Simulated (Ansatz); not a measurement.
A single point on `C[SiH](O)[GeH2][OH]`.

```yaml
crystal:
  periodic: [false, false, false]
  atoms:
    - {symbol: C, position_ang: [-0.071612, 1.828567, 0.260484]}
    - {symbol: Si, position_ang: [0.622273, 0.262369, -0.477547]}
    - {symbol: O, position_ang: [2.242808, 0.079130, -0.194079]}
    - {symbol: Ge, position_ang: [-0.434924, -1.657900, 0.472308]}
    - {symbol: O, position_ang: [-2.196703, -1.531827, 0.130360]}
    - {symbol: H, position_ang: [-1.154761, 1.857773, 0.111566]}
    - {symbol: H, position_ang: [0.357630, 2.717676, -0.209641]}
    - {symbol: H, position_ang: [0.124647, 1.877152, 1.333993]}
    - {symbol: H, position_ang: [0.351069, 0.278291, -1.948881]}
    - {symbol: H, position_ang: [2.844375, 0.704833, -0.600415]}
    - {symbol: H, position_ang: [0.088137, -2.996633, -0.097648]}
    - {symbol: H, position_ang: [-0.375245, -1.701980, 2.008660]}
    - {symbol: H, position_ang: [-2.397704, -1.717452, -0.789171]}
basis:
  gaussian: {orbitals: def2-QZVPP}
correlation: {method: mp2}
```

```sh
$ ansatz run in.yaml --threads 2 --pin off --events-out ev --progress --plain --max-ram 32768MiB --backend cuda --devices 0, --max-vram 18GiB
```

Output, abridged:

```
Functional definition: HF
3470 factors; integrals over basis functions are off by at most 1.3e-3 eV
mean field evaluation 1: about -69567.4548 eV, gradient 5.6e1 eV
mean field evaluation 2: about -69567.5801 eV, gradient 5.6e1 eV
mean field evaluation 4: about -69573.7600 eV, gradient 4.8e0 eV
mean field evaluation 8: about -69573.8416 eV, gradient 3.6e-1 eV
mean field -69573.84244445 eV, -2556.7915509893 hartree, gradient 6.9e-6 eV, S^2 0.000000; 0 other end points of the search recorded, 0 dependent functions left out
17 core orbitals not correlated: weight in the atoms' cores, before any rotation towards them, 1.000 or more for the frozen orbitals, at most 0.000 for the correlated occupied ones
reference -69573.84244445 eV, -2556.7915509893 hartree; 21, 21 occupied and 532, 532 virtual orbitals, 3470 factors
second order -37.25471386 eV of doubles, -0.00000000 eV of singles
Total energy: -69611.09715830 eV, -2558.1606364713 hartree
```

Hardware: 2 threads of an AMD EPYC 7R13 on a shared host and a share of an NVIDIA H100 80 GB. Wall time 7.5 s, peak host memory 1.2 GiB.
